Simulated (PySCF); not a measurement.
## Electronic structure of S²⁺ (sulfur, charge +2) at the MN15 level

Configuration: [Ne] 3s2 3p2, high-spin 3P determinant. All numbers are calculated (PySCF 2.14, no relativity, point nucleus, in pcseg-2).

```
Total energy                                                  : -396.7862 hartree
One-electron energy                                           : -535.2790 hartree
Hartree (Coulomb) energy                                      : 163.3281 hartree
Exchange-correlation energy                                   : -24.8353 hartree
Kinetic energy                                                : 396.17483 hartree
⟨S²⟩                                                          : 2.0024
⟨L²⟩                                                          : 2.012
Sum of ⟨r⟩                                                    : 10.47 bohr
Sum of ⟨r²⟩                                                   : 14.94 bohr²
Traceless quadrupole moment −½Σ⟨3z² − r²⟩ along its main axis : 1.28 e·bohr²
Density at the nucleus (Gaussians lack the cusp)              : 2620 bohr⁻³
Spin density at the nucleus                                   : 0.251 bohr⁻³
Langevin diamagnetic susceptibility                           : -11.8 ×10⁻⁶ cm³/mol
Time after the integrals                                      : 0.53 s of wall time on 1 thread of Neoverse-N1 (shared host)
```

```tsv
shell	electrons	mean orbital energy (hartree)	spread (hartree)	rms radius, mean of both spins (bohr)
1s α	1	-88.86705	0	0.113
1s β	1	-88.85474	0	0.113
2s α	1	-8.72224	0	0.530
2s β	1	-8.70794	0	0.530
2p α	3	-6.91302	0.02034	0.493
2p β	3	-6.89952	0.02906	0.493
3s α	1	-1.56084	0	1.71
3s β	1	-1.45095	0	1.71
3p α	2	-1.14801	0	1.87
```
